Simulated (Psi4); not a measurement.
Psi4 input (wB97X-D/6-31G*):

```
memory 1500 MB

molecule {
-1 2
Be   -0.00244410    0.49155060   -0.08914113
F     1.18983741   -0.20123978   -0.52014940
F    -1.18875115   -0.01722715    0.55976768
symmetry c1
no_reorient
no_com
}

set {
  basis 6-31G*
  reference uks
  scf_type pk
  dft_radial_points 99
  dft_spherical_points 590
  e_convergence 1e-8
  d_convergence 1e-7
  maxiter 150
}

e = energy('wb97x-d')
print_out(f'\nFINAL {e:.10f} DIPOLE {variable("CURRENT DIPOLE")[0]:.6f} {variable("CURRENT DIPOLE")[1]:.6f} {variable("CURRENT DIPOLE")[2]:.6f}\n')
```

Task: What final total energy does it give?

Result: -214.48597 Eh.
